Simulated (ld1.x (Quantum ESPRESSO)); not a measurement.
## Cutoff test, rhenium (Re), TM

| Quantity | Value |
| --- | --- |
| Element | rhenium |
| Generator | ld1.x (Quantum ESPRESSO) 7.5 |
| Type | norm-conserving Troullier–Martins (Kleinman–Bylander form) |
| Functional | PBEsol |
| Relativity | scalar-relativistic |
| Frozen core | [Xe] 4f14 |
| Valence charge | 7 |
| Reference configuration | 5d5 6s1 6p0 (charge +1) |
| Partial waves | 6s (bound): rc 2.10 bohr; 5d (bound): rc 1.85 bohr; 6p (bound, empty): rc 3.25 bohr |
| Local potential | the p channel |
| Core correction | none |

The pseudo-atom Hamiltonian at the reference potential is diagonalised in spherical Bessel functions j_l(qr) that vanish at 20 bohr, with q² up to the cutoff. All-electron valence levels (Ry): 6s -0.9355, 5d -0.9546, 6p -0.5096.

Task: How do the lowest levels (Ry) of each channel move with the cutoff, and are there ghosts?

Result:

| cutoff (Ry) | s #1 | d #1 | d #2 | p #1 | f #1 | f #2 | Σ f·Δε (mRy) |
| --- | --- | --- | --- | --- | --- | --- | --- |
| 8 | -0.9142 | -0.3978 | -0.1149 | -0.5093 | -0.0569 | 0.0367 | 2805.6 |
| 12 | -0.9250 | -0.6395 | -0.1413 | -0.5094 | -0.0569 | 0.0366 | 1586.1 |
| 18 | -0.9329 | -0.8749 | -0.1535 | -0.5096 | -0.0569 | 0.0366 | 401.3 |
| 30 | -0.9343 | -0.9509 | -0.1564 | -0.5096 | -0.0569 | 0.0366 | 19.7 |
| 40 | -0.9352 | -0.9545 | -0.1565 | -0.5096 | -0.0569 | 0.0366 | 0.8 |
| 50 | -0.9353 | -0.9546 | -0.1565 | -0.5096 | -0.0569 | 0.0366 | 0.5 |
| 400 | -0.9355 | -0.9546 | -0.1565 | -0.5096 | -0.0569 | 0.0366 | 0.0 |

Result: no extra level below or beside the all-electron valence levels (s, d, p, f tested); 10 mRy is reached at 35 Ry and 1 mRy at 40 Ry.
